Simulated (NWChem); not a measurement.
# BPH₄; SMILES PB

Program: NWChem. Coordinates come from a PBE0/def2-SVP optimisation. Total energies compare along this basis series because the functional is fixed.

```
level                     basis functions  energy (Ha)  highest occupied level (eV)  orbital gap (eV)  dipole (D)
------------------------  ---------------  -----------  ---------------------------  ----------------  ----------
Hartree-Fock/pcseg-1                   52    -367.6905                        -9.83             11.50        0.91
Hartree-Fock/aug-pcseg-1               86    -367.6927                        -9.82             10.67        0.86
Hartree-Fock/pcseg-2                  120    -367.7413                        -9.81             11.31        0.85
Hartree-Fock/STO-3G                    18    -363.5800                        -7.22             13.89        0.81
Hartree-Fock/def2-SVP                  52    -367.5974                        -9.78             11.63        0.88
```
